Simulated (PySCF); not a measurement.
## Ionisation energy of Sb(11+) by level of theory

Sb(11+) [Kr] 4d4 (5D) → Sb(12+) [Kr] 4d3 (4F), as a difference of total energies. Calculation: PySCF 2.14, in an uncontracted even-tempered set (21 s from 0.39 bohr⁻², ratio 2.5; 15 p from 0.51 bohr⁻², ratio 2.5; 10 d from 0.51 bohr⁻², ratio 2.5; 4 f from 2.6 bohr⁻², ratio 2.7; 4 g from 3.8 bohr⁻², ratio 2.7); the spin-free X2C one-electron Hamiltonian (Gaussian nucleus). Correlated levels: outer shells: [Ar] 3d10 frozen; virtual orbitals above 40 to 60 times the deepest correlated orbital energy dropped. The calculations carry no spin-orbit coupling.

```json
{"method": "UHF", "ionisation energy (eV)": "238.87"}
{"method": "LDA", "ionisation energy (eV)": "240.16"}
{"method": "PBE", "ionisation energy (eV)": "239.93"}
{"method": "PBE0", "ionisation energy (eV)": "240.06"}
{"method": "r2SCAN", "ionisation energy (eV)": "240.01"}
{"method": "MP2 (outer shells)", "ionisation energy (eV)": "239.87"}
{"method": "SCS-MP2 (outer shells)", "ionisation energy (eV)": "239.56"}
```

How much does correlation contribute at MP2 (outer shells)?

239.87 − (238.87) = 1.00 eV, measured against UHF.

A first-order spin-orbit estimate (lowest level to lowest level, LS coupling) adds -0.373 eV.

For comparison: 238 ± 2.5 eV (theoretical estimate listed by NIST; NIST Atomic Spectra Database, ionization energies).
